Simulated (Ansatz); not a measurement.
Geometry optimisation, RKS BLYP-D4/def2-SVP in Ansatz 0.2.0.

Input:

```yaml
crystal:
  periodic: [false, false, false]
  atoms:
    - { symbol: C, position_ang: [-1.495, 0.0797, -1.1149] }
    - { symbol: Se, position_ang: [-0.4057, -1.4476, -0.971] }
    - { symbol: B, position_ang: [0.2529, -0.8477, 0.8132] }
    - { symbol: Al, position_ang: [2.0297, 0.3696, 0.9378] }
    - { symbol: H, position_ang: [-2.0971, 0.0685, -2.1031] }
    - { symbol: H, position_ang: [-2.2698, 0.1661, -0.2891] }
    - { symbol: H, position_ang: [-0.8976, 1.0481, -1.1097] }
    - { symbol: H, position_ang: [-0.2347, -1.1638, 1.8065] }
    - { symbol: H, position_ang: [2.79116, 0.72614, -0.44444] }
    - { symbol: H, position_ang: [2.56079, 0.7435, 2.3329] }
basis:
  gaussian: { orbitals: def2-SVP }
hamiltonian:
  xc: blyp
  dispersion: d4
relax:
  f_tol: 0.015
  max_steps: 40
```

Command:

```bash
$ ansatz run input.yaml --threads 2 --pin off --max-ram 3072MiB --backend cpu --events-out ev --progress --plain --runs-dir out
```

Where does it end, and by what steps?

The run converged. The force dipped under the threshold on the way, but the program's further checks kept it going. After 30 steps the energy has fallen by 1.571 eV; H8 moved furthest, 1.52 Å.

```csv
step,energy less start (eV),largest force component (eV/Å),accepted
0,0.0000,2.689,yes
2,-0.5292,0.654,yes
4,-0.9507,0.738,yes
6,-1.3425,0.525,yes
8,-1.5137,0.364,yes
10,-1.5397,0.124,yes
12,-1.5494,0.091,yes
14,-1.5524,0.208,yes
16,-1.5581,0.090,yes
18,-1.5640,0.095,yes
20,-1.5672,0.037,yes
22,-1.5692,0.066,yes
24,-1.5701,0.060,yes
26,-1.5708,0.019,yes
28,-1.5711,0.020,yes
30,-1.5713,0.014,yes
```

```xyz
10
Properties=species:S:1:pos:R:3
C -1.364 0.299 -1.093
Se -1.177 -1.477 -0.188
B 0.439 -1.294 0.822
Al 1.651 0.436 0.882
H -2.287 0.271 -1.701
H -1.450 1.096 -0.331
H -0.493 0.473 -1.752
H 0.668 -2.325 1.428
H 2.835 0.670 -0.175
H 1.412 1.595 1.966
```

Run time: 70 s on 2 threads of Intel(R) Xeon(R) Platinum 8259CL CPU @ 2.50GHz (Skylake/Cascade Lake), with other jobs on the host, peak memory 0.18 GiB.
